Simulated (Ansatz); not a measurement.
Species: C3H10NSi, charge -1, multiplicity 1. It need not be the lowest isomer of its formula. Whether it binds its extra electron was not tested at this geometry. 
Coordinates optimised at B3LYP-D3(BJ)/def2-TZVP (Ansatz, a program for electronic structure):
```
Si
N 1 1.6525
H 2 1.0158 1 117.25
C 1 1.9085 2 109.30 3 -180.00
H 4 1.0939 1 110.16 2 59.22
H 4 1.0939 5 107.52 1 120.06
H 4 1.0956 5 108.25 6 116.74
C 1 1.9308 2 118.59 3 -61.62
H 8 1.0946 1 110.08 2 -55.11
H 8 1.0959 9 107.31 1 -120.19
H 8 1.0974 9 108.16 10 -115.91
C 1 1.9308 2 118.59 3 61.62
H 12 1.0946 1 110.08 2 55.11
H 12 1.0959 13 107.31 1 120.19
H 12 1.0974 13 108.16 14 115.91
```
Charge -1, spin multiplicity 1.

Parts of the frozen-core correlation energy in cc-pVTZ (Ansatz, hartree). Frozen orbitals: 9; correlated occupied orbitals by spin: 16 and 16; virtual: 269 and 269. No spin-orbit coupling. Non-relativistic.

```csv
term,value
reference (HF),-462.89560
MP2 opposite-spin,___
MP2 same-spin,___
CCSD correlation,-0.95094
(T),___
T1 diagnostic,0.012
largest doubles amplitude,0.032
```

Task: Some entries are withheld; supply them.

Result: 
- MP2 opposite-spin, value: -0.69782
- MP2 same-spin, value: -0.20189
- (T), value: -0.03925
